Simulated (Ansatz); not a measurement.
Reaction (hydrogenolysis of the Si–O bond): `O[SiH](F)F` + H₂ → `F[SiH2]F` + H₂O

Gas-phase electronic energies from Ansatz, PBE0-D4/def2-TZVP geometries. CCSD(T)/CBS adds triple-zeta CCSD(T) − MP2 to the extrapolated MP2 energy (def2 sets, frozen cores). This one scheme is used for every species. Functionals use def2-TZVPP. One conformer a species, not always the lowest.

(1) Is it downhill or uphill in electronic energy at CCSD(T)/CBS, and by how much? (Best estimate.)

(2) What do these levels give: revPBE-D4, ωB97X-V, ωB97M-V, BLYP, r2SCAN0, RPA@PBE/def2-TZVPP? (Estimate.)

(3) What do rigid-rotor, harmonic-oscillator terms from PBE0-D4/def2-TZVP frequencies (298.15 K, 1 bar) make of the CCSD(T)/CBS value? (Best estimate.)

Largest T1 diagnostic among the species: 0.012.

Answers

(1) The calculation gave: Uphill: ΔE = +102.9 kJ/mol.

(2) Computed: revPBE-D4 100.7, ωB97X-V 103.5, ωB97M-V 106.4, BLYP 98.4, r2SCAN0 108.7, RPA@PBE/def2-TZVPP 97.9 kJ/mol.

(3) Ansatz gave: ΔZPE = +13.8 kJ/mol, ΔH = +114.7 kJ/mol, ΔS = 24 J/(mol·K), ΔG = +107.6 kJ/mol.

At CCSD(T), def2-SVP lies −10.1 kJ/mol from the extrapolated value and def2-TZVPP +0.5 kJ/mol. Leaving LDA and LC-ωPBE aside and taking each functional with its dispersion term where it has one, the values, not all of them listed here, spread over 12.1 kJ/mol, from PBE-D4 to r2SCAN-D4. LDA lies +10.4 kJ/mol from PBE without D4. In def2-TZVPP, CCSD(T) changes the Hartree–Fock value by +3.9 kJ/mol (the triples alone add +1.9 kJ/mol) and MP2 by +8.6 kJ/mol.
